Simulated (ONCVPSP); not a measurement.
## Before and after: ONCV potential for antimony (Sb)

* Element: antimony
* Generator: ONCVPSP 4.0.1
* Type: optimised norm-conserving Vanderbilt (ONCV)
* Functional: PBE
* Relativity: fully relativistic
* Frozen core: [Kr] 4d10
* Valence charge: 5
* Reference configuration: 5s2 5p2 (charge +1)
* Partial waves: 5s: rc 1.70 bohr, ncon 3, nbas 6, qcut 3 1/bohr, 1 projector; 5p: rc 2.40 bohr, ncon 5, nbas 9, qcut 2.9 1/bohr, 2 projectors, debl 1.8 Ha; d scattering state at 0.38 Ha: rc 2.10 bohr, ncon 4, nbas 7, qcut 3.8 1/bohr, 2 projectors, debl 0.9 Ha
* Local potential: polynomial inside 1.30 bohr (lpopt 5, dvloc0 0 Ha)
* Core correction: Teter function, fcfact 3.25, rcfact 1.6

Open shells are filled in proportion to 2j + 1.

Change: local potential polynomial inside 1.30 bohr (lpopt 5, dvloc0 3 Ha).

Cutoffs: the cutoffs (Ha) at which the residual kinetic energy of the hardest occupied pseudo-wave falls to 1 and 0.1 mHa per electron; they do not see the model core or the augmentation charge, which bear on the density cutoff. Errors are all-electron minus pseudo energies relative to the spin-unpolarised reference configuration.

Question: How do hardness, ghosts and transferability respond?

Answer: The potential gets neither clearly harder nor softer (19 Ha and 40 Ha → 19 Ha and 40 Ha); both files keep a bound ghost (d, s); the lowest positive-energy flag moves from p3/2 at 47.4 eV to p3/2 at 79.9 eV; the errors of the 4 common tests hardly move.

```csv
quantity,base,changed
"cutoff, loose",19 Ha,19 Ha
"cutoff, tight",40 Ha,40 Ha
bound ghosts,"s, d5/2, d3/2","s, d5/2, d3/2"
GHOST(+) flags under 300 eV,"p3/2 at 47.4 eV, p1/2 at 56.1 eV","p3/2 at 79.9 eV, p1/2 at 87.0 eV"
"error for 5s2 5p3, meV [ΔE -8.33 eV]",-40,-40
"error for 5s2 5p1, meV [ΔE 15.99 eV]",-74,-75
"error for 5s2 5p0, meV [ΔE 40.43 eV]",-356,-362
"error for 5s2 5p2.5, meV [ΔE -5.06 eV]",-12,-12
s: phases at 1.72 bohr within 0.05 rad from the reference energy up to (Ha; the scan ends near 5),1.6,2.5
p3/2: phases at 2.44 bohr within 0.05 rad from the reference energy up to (Ha; the scan ends near 5),1.7,2.3
p1/2: phases at 2.44 bohr within 0.05 rad from the reference energy up to (Ha; the scan ends near 5),1.9,2.3
d5/2: phases at 2.13 bohr within 0.05 rad from the reference energy up to (Ha; the scan ends near 5),4.4,4.4
d3/2: phases at 2.13 bohr within 0.05 rad from the reference energy up to (Ha; the scan ends near 5),4.2,4.2
"rms error of d²Exc/dni dnj with the model core, mHa",0.57,0.57
```

Base: The cutoffs count occupied waves only; projector 2 of the d channel, the hardest unoccupied one, needs 50 Ha at the loose tolerance. Changed file: The cutoffs count occupied waves only; projector 2 of the d channel, the hardest unoccupied one, needs 50 Ha at the loose tolerance. A true bound ghost makes a file unfit for plane-wave use even where its test errors are small: the radial tests pick states by their node count and pass the ghost by.
